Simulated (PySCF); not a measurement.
Species: C₄H₃BrO.
Cartesian coordinates in Å at the PBE0-D3(BJ)/def2-SVP level; atoms count from 1:
```xyz
9
C4H3BrO angstrom
O     -0.3243    2.0707   -0.8063
C     -0.2601    0.9431   -0.4310
C     -1.2928   -0.1776   -0.1255
C     -0.0664   -1.0006    0.2217
C      0.8201   -0.0181   -0.0480
Br     2.6662    0.1287    0.0154
H     -1.8732   -0.5108   -1.0017
H     -1.9817    0.0507    0.7044
H      0.0535   -2.0276    0.5681
```

Level of theory: TDDFT CAM-B3LYP/def2-SVPD, vertical, gas phase, core orbitals frozen in the response in PySCF 2.14.0, density-fitted response routines. Relativistic effects, spin–orbit coupling among them, are left out although an element past zinc is present.

Transition dipole moments from the ground state, in atomic units and in the frame of the coordinates above (overall signs are arbitrary), for the states with f of 0.002 or more among the lowest 10:

| state | E (eV) | μx | μy | μz |
| --- | --- | --- | --- | --- |
| S2 | 5.330 | -0.500 | -0.692 | 0.198 |
| S5 | 6.764 | -0.275 | 0.100 | -0.050 |
| S7 | 7.273 | 0.601 | -0.347 | 0.153 |
| S8 | 7.317 | 0.016 | -0.077 | -0.222 |
| S10 | 7.473 | -0.010 | -0.274 | 0.090 |

Problem. Work out the oscillator strengths.

Solution. f = (2/3) ΔE |μ|² with ΔE in hartree (27.2114 eV).

```csv
state,|μ|² (au),|μ| (D),f
S2,0.769,2.23,0.100
S5,0.088,0.75,0.015
S7,0.505,1.81,0.090
S8,0.055,0.60,0.010
S10,0.083,0.73,0.015
```

Problem. What is the point group, and which symmetry does each of these states have?

Solution. Cs. The ground state is totally symmetric, so the direction of μ fixes the label. Polarised normal to the mirror plane, so A″: S8. Polarised in the mirror plane, so A′: S2, S5, S7 and S10.

Problem. Which bond between heavy atoms lies closest to the direction of the S2 transition dipole?

Solution. C4–C5 and C2–C3, at 6° from it; next O1–C2 at 38°.

Problem. What angle do the transition dipoles of S2 and S10 make?

Solution. |cos θ| = |μa·μb| / (|μa| |μb|) = 0.84, so θ ≈ 33° (taken between 0 and 90°, since the signs are arbitrary).

Problem. How is the summed strength of these states shared among x, y and z?

Solution. (2/3) Σ ΔE μα² gives 0.110 for x, 0.101 for y and 0.020 for z, 0.230 in all.

Problem. What peak molar absorption coefficient would the strongest computed level give as a lone Gaussian band 0.3 eV wide at half height?

Solution. ε(max) = 2.175×10⁸ f / FWHM, with the width in cm⁻¹. S2: 2.175×10⁸ × 0.1003 / 2420 ≈ 9000 L mol⁻¹ cm⁻¹.

All these states lie below the vertical ionisation energy of 9.94 eV (ΔSCF).
